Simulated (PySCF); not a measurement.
# Peak assignment

Geometry (Å), atoms numbered from 1 in this order:
```xyz
20

C     2.400   -0.676    0.523
C     1.663    0.443   -0.108
N     2.217    1.505   -0.616
N     1.252    2.303   -1.098
C     0.119    1.711   -0.874
Cl   -1.386    2.347   -1.312
N     0.298    0.510   -0.242
C    -0.684   -0.467    0.191
C    -1.455   -1.021   -1.005
C    -1.616    0.136    1.240
H     2.218   -1.610   -0.009
H     2.102   -0.800    1.563
H     3.459   -0.444    0.481
H    -0.112   -1.280    0.651
H    -0.769   -1.403   -1.758
H    -2.073   -0.249   -1.455
H    -2.098   -1.834   -0.676
H    -2.234    0.915    0.802
H    -1.042    0.565    2.059
H    -2.264   -0.640    1.638
```

Method: GFN2-xTB geometry, shieldings: GIAO PBE0/pcSseg-1, in PySCF 2.14.0 with density-fitted response routines (single conformer, relativity neglected, no solvent model, fast rotation and ring inversion assumed for equivalent nuclei).

Shifts are taken against calculated references (same method and geometry level): TMS for ¹³C (186.93 ppm), ¹H (31.72 ppm).

(1) Assign these signals to the numbered atoms. ¹³C{¹H} NMR (computed): δ 153.6 (C), 147.1 (C), 49.4 (CH), 22.2 (CH3), 13.8 (CH3).

(2) Assign these signals to the numbered atoms. ¹H NMR (400 MHz, computed): δ 4.02 (sept, 1H), 2.44 (s, 3H), 1.61 (d, 6H).

Answers

(1) 
153.6 → C2, substituted aromatic carbon next to a ring nitrogen
147.1 → C5, aromatic carbon bearing chlorine
49.4 → C8, sp3 CH bonded to N: the inductive effect lowers its shielding
22.2 → C9/C10, methyl carbon: a saturated carbon with 1 carbon neighbour and no heteroatom attached
13.8 → C1, methyl carbon on an aromatic ring: saturated and bonded to C and H only

(2) 
| δ (ppm) | atoms | environment | reason |
| --- | --- | --- | --- |
| 4.02 | H14 | hydrogen on an sp3 CH bonded to N | its carbon carries N, an electronegative neighbour |
| 2.44 | H11/H12/H13 | hydrogen on a methyl carbon on an aromatic ring | benzylic-type position, deshielded by the ring |
| 1.61 | H15/H16/H17/H18/H19/H20 | hydrogen on a methyl carbon | – |

Carbons that carry Cl, above all several Cl atoms, come out too deshielded, partly because spin–orbit coupling is missing. Shifts are as computed. Against solution values, carbons near 30 ppm lie about +3 ppm off and those near 130 ppm about +5 ppm; carbons on Cl a further +6 ppm. Of 1211 compounds with measured shifts, 218 miss one by over three times the rms of a fit or turn the order of signals round; such compounds aren't used in these exercises. No couplings were computed; multiplicities are counted from neighbouring protons, with m where these are inequivalent, close in shift, in a saturated or five-membered ring or joined by F or P, and br s for small geminal =CH2 splittings.
